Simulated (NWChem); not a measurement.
System: CH3FSe; SMILES C[Se]F

Input file for NWChem:

```
start job
memory heap 200 mb stack 900 mb global 1100 mb
geometry units angstroms noautoz
  Se     0.432114     0.026460     0.000000
  F     -0.715052     1.378015     0.000000
  C     -0.902338    -1.355835     0.000000
  H     -0.353028    -2.310330     0.000000
  H     -1.521877    -1.293327    -0.904301
  H     -1.521877    -1.293327     0.904301
end
basis spherical
  Se library def2-svpd
  F library def2-svpd
  C library def2-svpd
  H library def2-svpd
end
dft
  xc xpbe96 cpbe96
  iterations 150
end
tddft
  cis
  nroots 6
  notriplet
end
task tddft energy
```

All runs use the structure optimised with PBE0/def2-SVP.

Vertical excitations in the gas phase.

Q: Predict the main results of this run. (PBE/def2-SVPD, TDA.) Quantities: lowest excitation, singlet (eV); oscillator strength of that lowest state; lowest state with f > 0.02, singlet (eV); oscillator strength of that bright state; orbital gap (eV).

A: 
```json
{
  "lowest excitation, singlet (eV)": "2.98",
  "oscillator_strength_of_that_lowest_state": "0.000",
  "lowest state with f > 0.02, singlet (eV)": "5.40",
  "oscillator_strength_of_that_bright_state": "0.051",
  "orbital gap (eV)": "2.55"
}
```
